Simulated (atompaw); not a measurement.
# What one change does to a pseudopotential (strontium, PAW (atompaw))

- Element: strontium
- Generator: atompaw 4.2.0.5
- Type: PAW
- Functional: PBE
- Relativity: scalar-relativistic
- Frozen core: [Kr]
- Valence charge: 2
- Reference configuration: 4d0 5s1 5p1
- Partial waves: 5s (bound): rc 3.00 bohr; 5s channel at 2.8 Ry: rc 3.00 bohr; 5p (bound): rc 3.00 bohr; 5p channel at 0.3 Ry: rc 3.00 bohr; 4d (bound, empty): rc 2.85 bohr; 4d channel at 0.3 Ry: rc 2.85 bohr
- Local potential: troulliermartins scheme with l = 3 at 1 Ry, radius 2.55 bohr
- Core correction: smooth core density matched at 2.65 bohr
- Augmentation charge: besselshape compensation charge, radius 2.40 bohr; PAW radius 3.00 bohr; waves and projectors: custom polynom vanderbiltortho

Change: local potential troulliermartins scheme with l = 3 at 1 Ry, radius 2.98 bohr.

Cutoffs: the cutoffs (Ry, on a coarse ladder) from which the occupation-weighted sum of valence levels, in a spherical-Bessel basis at the reference potential, stays within 10 and 1 mRy of its value at 400 Ry; they do not see the model core or the augmentation charge, which bear on the density cutoff.

Problem. What does the change do?

Solution. Both files are so soft that the ladder of cutoffs tells neither apart; both files keep a bound ghost (p, s); the range in which the d phases agree narrows (upper end at the end of the scan → 2.2).

| quantity | base | changed |
| --- | --- | --- |
| cutoff, loose | 6 Ry | 6 Ry |
| cutoff, tight | 8 Ry | 8 Ry |
| bound ghosts | s, p | s, p |
| s: phases at 3.00 bohr within 0.05 rad from the reference energy up to (Ry; the scan ends near 5) | 4.5 | 4.6 |
| p: phases at 3.00 bohr within 0.05 rad from the reference energy up to (Ry; the scan ends near 5) | to the end of the scan | to the end of the scan |
| d: phases at 3.00 bohr within 0.05 rad from the reference energy up to (Ry; the scan ends near 5) | to the end of the scan | 2.2 |
| lowest overlap eigenvalue by channel | s 0.10, p 0.73, d 0.93 | s 0.10, p 0.73, d 0.91 |

 A true bound ghost makes a file unfit for plane-wave use even where its test errors are small: the radial tests pick states by their node count and pass the ghost by. The cutoffs see the waves, projectors and local potential, not the compensation charge or the core.
